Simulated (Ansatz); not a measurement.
Consider the redistribution: `[GeH3][SiH2][SiH2][SiH2][GeH2][GeH3]` + `C[SiH3]` → `[CH3][GeH2][GeH3]` + `[SiH3][SiH2][SiH2][SiH2][GeH3]`.

Computed with Ansatz on PBE0-D4/def2-TZVP structures; ΔE is electronic, products minus reactants. CBS: MP2 limit from def2 TZ/QZ plus the TZ coupled-cluster correction, frozen cores. This one scheme is used for every species. Functionals use def2-TZVPP. B3LYP here is the variant with VWN-RPA as its local correlation; programs differ in this. HSE06 is defined as in plane-wave codes. For Ge outer-core shells are correlated without core-valence functions, which leaves a few kJ/mol of doubt a bond. Scalar relativity is left out up to krypton. One conformer a species, not always the lowest.

Q: Is it downhill or uphill in electronic energy at CCSD(T)/CBS, and by how much? (An estimate is asked.)

A: Ansatz gave: Uphill: ΔE = +8.8 kcal/mol.

Q: What do these levels give: r2SCAN-D4, B97M-V, B3LYP-D4, HSE06-D4, CAM-B3LYP-D4, B3LYP, HF/def2-SVP, MP2/def2-SVP, CCSD/def2-SVP, SCS-MP2/def2-TZVPP, MP2/def2-QZVPP, CCSD/CBS(def2)? (An estimate is asked.)

A: The calculation gave: r2SCAN-D4 8.4, B97M-V 7.8, B3LYP-D4 9.1, HSE06-D4 8.4, CAM-B3LYP-D4 8.8, B3LYP 6.8, HF/def2-SVP 6.6, MP2/def2-SVP 9.1, CCSD/def2-SVP 8.1, SCS-MP2/def2-TZVPP 8.7, MP2/def2-QZVPP 9.6, CCSD/CBS(def2) 8.5 kcal/mol.

Largest T1 diagnostic among the species: 0.013.

Leaving LDA and LC-ωPBE aside and taking each functional with its dispersion term where it has one, the values, not all of them listed here, spread over 1.8 kcal/mol, from B2PLYP to BHLYP-D4. LDA lies +1.9 kcal/mol from PBE without D4. The D4 term adds +2.2 kcal/mol with B3LYP and +1.3 kcal/mol with PBE0; it sums over pairs of atoms, weighted by their polarisabilities, and B3LYP, whose exchange is more repulsive, gets the larger term. In def2-TZVPP, CCSD(T) changes the Hartree–Fock value by +1.8 kcal/mol (the triples alone add +0.3 kcal/mol) and MP2 by +2.8 kcal/mol.
